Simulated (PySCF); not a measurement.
**Ionisation energy of Kr by level of theory**

Kr [Kr] (1S) → Kr⁺ [Ar] 3d10 4s2 4p5 (2P), as a difference of total energies. All numbers are calculated (PySCF 2.14, scalar relativity by spin-free X2C-1e, in jorge-DZP-DKH). Correlated levels: valence: [Ar] 3d10 frozen. The calculations carry no spin-orbit coupling.

| method | ionisation energy (eV) |
| --- | --- |
| UHF | 13.213 |
| TPSS | 14.123 |
| LDA | 14.343 |
| MP2 (valence) | 13.439 |
| SCS-MP2 (valence) | 13.418 |
| CCSD (valence) | 13.439 |
| CCSD(T) (valence) | 13.442 |

How much does correlation contribute at CCSD(T) (valence)?

13.442 − (13.213) = 0.229 eV, measured against UHF.

Errors of the correlated levels include the incompleteness of this basis and the frozen core.

For comparison: 14.222 eV (measured; NIST levels, between the centres of gravity of the two terms).
